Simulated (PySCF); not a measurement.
C2H7S, charge +1. Atoms are numbered in the order given.

```xyz
10

C      0.0276     0.5224    -1.4362
S     -0.1047    -0.5928     0.0000
C      0.0276     0.5224     1.4362
H      0.8935     1.1883    -1.3308
H      0.1133    -0.1167    -2.3261
H     -0.9137     1.0878    -1.4744
H      1.1569    -1.1020     0.0000
H      0.8935     1.1883     1.3308
H      0.1133    -0.1167     2.3261
H     -0.9137     1.0878     1.4744
```
Charge +1, spin multiplicity 1.

Coordinates come from a B3LYP-D3(BJ)/def2-SVP optimisation. The isomer is the one that the SMILES or the coordinates give; other isomers of the formula were not compared.

Method: B3LYP-D3(BJ)/def2-SVP (PySCF).

Frequencies are harmonic and unscaled.

```
mode  ν (cm⁻¹)  IR (km/mol)  moving atoms (share of kinetic energy)
----  --------  -----------  --------------------------------------
1          173          0.1                                  H 97 %
2          198          0.4                                  H 88 %
3          257          0.0                  C 45 %, H 36 %, S 19 %
4          633          4.9                  C 61 %, S 24 %, H 15 %
5          697          1.4                   C 55 %, S 36 %, H 9 %
6          750          6.2                                  H 95 %
7          809          1.2                                  H 95 %
8          930          2.5                          H 86 %, C 14 %
9         1048          8.4                          H 74 %, C 19 %
10        1076         13.4                          H 76 %, C 18 %
11        1102          4.7                          H 84 %, C 13 %
12        1330          0.0                          H 87 %, C 12 %
13        1355          0.5                          H 87 %, C 13 %
14        1427          4.9                                  H 96 %
15        1429         18.1                                  H 96 %
16        1440         27.0                                  H 96 %
17        1442         35.4                                  H 96 %
18        2620         22.4                                  H 97 %
19        3060          0.7                                  H 98 %
20        3061          9.7                                  H 98 %
21        3183          9.2                          H 90 %, C 10 %
22        3184         22.5                          H 90 %, C 10 %
23        3196         14.4                          H 90 %, C 10 %
24        3198          4.1                          H 90 %, C 10 %
```
